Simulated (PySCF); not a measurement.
## Radial density of Ar (argon, neutral)

TPSS, [Ar], closed-shell 1S. All numbers are calculated (PySCF 2.14, the spin-free X2C one-electron Hamiltonian (Gaussian nucleus), in Sapporo-DZP-2012 (5s4p2d, 27 functions)).

```tsv
r (bohr)	4πr²ρ (e/bohr)
0.00161	0.1155
0.00271	0.3189
0.00455	0.8501
0.00766	2.140
0.0129	5.033
0.0217	10.38
0.0364	17.44
0.0613	20.86
0.103	16.57
0.173	15.69
0.292	21.13
0.490	11.65
0.825	4.425
1.39	5.575
2.33	1.819
3.93	0.1191
6.60	0.0001481
```

Densities and radii are taken from the X2C orbitals without a picture-change correction, which distorts them close to the nucleus.
